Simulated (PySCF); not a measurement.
A PySCF script (with the pyscf-properties extension) for the NMR shieldings of SMILES N#CC[Si@@H](Cl)CC[SiH3], C4H10ClNSi2, on a GFN2-xTB geometry:

```python
import basis_set_exchange as bse
import numpy as np
from pyscf import gto, dft
from pyscf.prop import nmr

atoms = """
N    -3.008185   -2.137559   -0.699795
C    -2.954490   -1.002653   -0.564915
C    -2.847327    0.412472   -0.393738
Si   -1.133335    0.897773    0.338112
Cl   -1.098129    0.336418    2.276418
C     0.249374    0.025053   -0.631930
C     1.637098    0.245660   -0.023509
Si    3.005875   -0.660133   -0.988879
H    -2.992466    0.888244   -1.363769
H    -3.647213    0.744488    0.269195
H    -1.033547    2.357973    0.269630
H     0.255237    0.371327   -1.667313
H     0.042700   -1.047850   -0.672723
H     1.630744   -0.092852    1.013777
H     1.849802    1.315942    0.008619
H     4.294325   -0.412009   -0.342108
H     3.028951   -0.143045   -2.360139
H     2.711826   -2.092932   -1.008109
"""
names = dict.fromkeys(["N", "C", "Si", "Cl", "H"], "pcSseg-1")
basis = {el: gto.basis.parse(bse.get_basis(n, elements=[el], fmt="nwchem")) for el, n in names.items()}
mol = gto.M(atom=atoms, basis=basis, charge=0, verbose=0)
mf = dft.RKS(mol, xc="PBE0")
mf.grids.level = 2
mf.grids.alignment = dft.numint.BLKSIZE   # the property module wants whole blocks of grid points
mf.conv_tol = 1e-9
mf.kernel()

calc = nmr.RKS(mf)   # GIAO
C = mf.mo_coeff
Co = C[:, mf.mo_occ > 0]
resp = mf.gen_response(singlet=True, hermi=2)
def vind(x):   # induced exchange potential for any number of trial vectors
    d = np.einsum("pi,xij,qj->xpq", C, 2 * x.reshape(-1, C.shape[1], Co.shape[1]), Co, optimize=True)
    return np.einsum("xpq,pi,qj->xij", resp(d - d.transpose(0, 2, 1)), C, Co, optimize=True).ravel()
mo1, _ = nmr.rhf.solve_mo1(calc, with_cphf=vind)
sigma = calc.kernel(mo1)
for i, s in enumerate(sigma):   # ppm
    w = np.linalg.eigvalsh((s + s.T) / 2)
    print("%2d %-2s iso %8.1f  s11 %8.1f  s22 %8.1f  s33 %8.1f" % (i, mol.atom_pure_symbol(i), w.mean(), *w))
```

Question: What are the results?

Answer: 
```
 0 N  iso    -31.5  s11   -206.7  s22   -192.7  s33    304.9
 1 C  iso     66.1  s11    -49.4  s22    -42.9  s33    290.5
 2 C  iso    180.5  s11    173.7  s22    181.3  s33    186.5
 3 Si iso    341.8  s11    295.9  s22    345.1  s33    384.5
 4 Cl iso    987.3  s11    962.5  s22    979.6  s33   1019.7
 5 C  iso    171.6  s11    159.5  s22    173.4  s33    181.8
 6 C  iso    184.1  s11    174.6  s22    183.8  s33    193.7
 7 Si iso    414.8  s11    385.3  s22    391.9  s33    467.3
 8 H  iso     30.2  s11     25.8  s22     27.7  s33     37.0
 9 H  iso     29.8  s11     25.6  s22     27.6  s33     36.4
10 H  iso     26.6  s11     23.4  s22     24.1  s33     32.2
11 H  iso     31.0  s11     25.1  s22     31.1  s33     36.7
12 H  iso     30.2  s11     24.5  s22     30.7  s33     35.3
13 H  iso     30.7  s11     24.0  s22     31.9  s33     36.1
14 H  iso     31.1  s11     25.6  s22     30.2  s33     37.6
15 H  iso     27.6  s11     23.9  s22     25.2  s33     33.7
16 H  iso     27.9  s11     24.5  s22     26.2  s33     33.0
17 H  iso     27.8  s11     24.3  s22     26.5  s33     32.7
```

These numbers come from an equivalent density-fitted implementation of the same equations, which agrees with the script to about 0.01 ppm for H and up to a few tenths of a ppm for heavy atoms, so last digits may differ.

Question: Turn these shieldings into chemical shifts. References, each an isolated molecule treated in the same way: 15N (267.73 ppm) vs NH3; 13C (186.93 ppm) and 29Si (349.16 ppm) and 1H (31.72 ppm) vs TMS; 35Cl (949.78 ppm) against HCl.

Answer: Averaging equivalent atoms: N 0: 299.2; C 1: 120.9; C 5: 15.3; C 2: 6.4; C 6: 2.9; Si 3: 7.3; Si 7: -65.7; Cl 4: -37; H 10: 5.12; H 15/16/17: 3.94; H 9: 1.88; H 8: 1.55; H 12: 1.54; H 13: 1.03; H 11: 0.76; H 14: 0.58 ppm. Experimental scales use liquid or dissolved standards, which lie at an offset from isolated NH3 (liquid NH3: subtract about 20 ppm). Unscaled 15N shifts of sp2 nitrogen come out 20 to 40 ppm too high even then.

Size and cost of the density-fitted run: 207 basis functions, 57 s wall time on 1 thread of an Arm Neoverse V1, shared host; peak memory 0.9 GiB.
